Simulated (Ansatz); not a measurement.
Reactions of `[OH][Ti]([F])([Cl])[Cl]`.

Isolated molecules relaxed with PBE0-D4/def2-TZVP in Ansatz; ΔE leaves out vibrations. CCSD(T)/CBS is the MP2 limit (def2-TZVPP, def2-QZVPP) plus CCSD(T) − MP2 in def2-TZVPP, frozen cores. This one scheme is used for every species. Elements past krypton have def2 core potentials. For Hf, In, Se, Ti, V outer-core shells are correlated without core-valence functions, which leaves a few kJ/mol of doubt a bond. Scalar relativity is left out up to krypton. One conformer a species, not always the lowest.

(1) Order these by ΔE at CCSD(T)/CBS, lowest first. (Best estimate.)
A. `[OH][Ti]([F])([Cl])[Cl]` + `N[Si@H](Cl)O[Si@@H](N)O` → `[F][Ti]([Cl])([Cl])[Cl]` + `N[Si@H](O)O[Si@@H](N)O`
B. `[OH][Ti]([F])([Cl])[Cl]` + `S[Si]S` → `[OH][Ti]([F])([SH])[Cl]` + `S[Si]Cl`
C. `[OH][Ti]([F])([Cl])[Cl]` + `[NH2][In]([NH2])[OH]` → `[OH][Ti]([OH])([F])[Cl]` + `[NH2][In]([NH2])[Cl]`
D. `[OH][Ti]([F])([Cl])[Cl]` + `[NH2][Hf]([NH2])([OH])[F]` → `[NH2][Ti]([OH])([F])[Cl]` + `[NH2][Hf]([OH])([F])[Cl]`
E. `[OH][Ti]([F])([Cl])[Cl]` + `C[Si](C)(F)C#N` → `[CH3][Ti]([OH])([Cl])[Cl]` + `C[Si](F)(F)C#N`
F. `[OH][Ti]([F])([Cl])[Cl]` + `[NH]=[V]([NH2])([NH2])[F]` → `[F][Ti]([F])([Cl])[Cl]` + `[NH]=[V]([NH2])([NH2])[OH]`
G. `[OH][Ti]([F])([Cl])[Cl]` + dimethyl selenide → `C[Se][Ti]([OH])([F])[Cl]` + `CCl`

Largest T1 diagnostic: 0.031, for `[NH]=[V]([NH2])([NH2])[F]`, so its coupled-cluster energy is less sure.

## Answers

(1) C (-72.6 kJ/mol), D (-37.5 kJ/mol), A (-25.7 kJ/mol), F (+8.5 kJ/mol), B (+21.6 kJ/mol), E (+35.4 kJ/mol), G (+62.8 kJ/mol).
